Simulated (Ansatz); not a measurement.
Ansatz (a first-principles code) input (PBE/6-31G*):

Ansatz 0.2 input:
```yaml
crystal:
  periodic: [false, false, false]
  atoms:
    - {symbol: Cr, position_ang: [0.00000000, 0.00000000, 0.00000000]}
basis:
  gaussian:
    orbitals: 6-31G*
hamiltonian:
  xc: {name: PBE}
total_charge: -1
magnetization: {spin_polarized: true, initial_magnetization: 5}
scf: {lower_state_search: full}
```

Problem. Predict the final energy.

Solution. -1044.02876 Eh.
